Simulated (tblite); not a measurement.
Species: C4H9NOSi2.
SMILES with atom numbers: `[CH3:1][O:2][SiH2:3][C@@H:4]1[CH2:5][Si@H:6]1[C:7]#[N:8]` (hydrogens: H9, H10, H11 on C1; H12, H13 on Si3; H14 on C4; H15, H16 on C5; H17 on Si6)

Structure used (GFN2-xTB), in Å, numbered top down from 1:
```xyz
17
C4H9NOSi2 angstrom
C     -2.824    0.418    0.658
O     -1.488    0.243    0.304
Si    -0.863    0.217   -1.199
C      0.938   -0.146   -0.828
C      1.280   -1.387    0.022
Si     1.729    0.239    0.848
C      3.533    0.648    0.741
N      4.648    0.914    0.691
H     -3.438   -0.404    0.280
H     -2.887    0.440    1.747
H     -3.217    1.354    0.256
H     -1.037    1.512   -1.865
H     -1.503   -0.828   -2.008
H      1.573   -0.025   -1.699
H      0.432   -1.936    0.406
H      2.038   -2.047   -0.378
H      1.080    0.799    2.014
```

Computed with GFN2-xTB (tblite): harmonic, unscaled wavenumbers at the GFN2-xTB geometry, gas phase. This tight-binding method is rough: wavenumbers can miss measured ones by several per cent, in bad cases by 10 to 20. Modes of hydrogen on silicon can be 10 to 20 % off. One conformer, not necessarily the lowest.

Harmonic wavenumbers (cm⁻¹): 33.4, 61.8, 72.4, 91.0, 101.0, 116.7, 182.2, 233.8, 310.9, 320.5, 342.0, 448.4, 513.2, 586.8, 593.0, 599.5, 621.2, 729.1, 737.6, 753.5, 769.8, 813.8, 819.1, 918.5, 1011.5, 1031.2, 1107.7, 1134.8, 1136.5, 1155.8, 1229.6, 1420.6, 1433.7, 1484.5, 1492.1, 2193.5, 2237.3, 2331.1, 2388.4, 2948.6, 2962.6, 2990.5, 3021.7, 3051.8, 3071.0.

A = 3484, B = 659.6, C = 623.3 MHz; mass 143.022 u (most abundant isotopes); point group C1, symmetry number 1.

Task: What is the zero-point energy?

Result: ½Σν̃ = 25802 cm⁻¹ = 73.77 kcal/mol.

Task: Entropy at 200 K, 1 bar (ideal gas, RRHO, classical rotation)?

Result: Translation 38.83, rotation 28.61, vibration 26.07: S = 93.5 cal/(mol K).

Task: And Cp and H(200 K) − H(0)?

Result: Cp = 32.23 cal/(mol K), of which vibrations give 24.28 (their classical limit is 45 R = 89.4); H(200 K) − H(0) = 4.26 kcal/mol without the zero-point energy, 2.67 from vibrations.

Task: What must be added to the electronic energy to get the Gibbs energy at 200 K and 1 bar?

Result: ZPE + [H(200 K) − H(0)] − T·S = 73.77 + 4.26 − 18.70 = 59.33 kcal/mol.

Task: Which modes carry the vibrational entropy at 200 K?

Result: 33.4 cm⁻¹: 4.83; 61.8 cm⁻¹: 3.61; 72.4 cm⁻¹: 3.31; 91.0 cm⁻¹: 2.86; 101.0 cm⁻¹: 2.67; 116.7 cm⁻¹: 2.39 cal/(mol K); the other 39 give 6.40 together.

Hindered rotation and anharmonicity are outside this model. Other conformers, if any are populated, would add a mixing term that is left out. The structure is chiral; the term R ln 2 for an equal mix with its mirror image is left out.
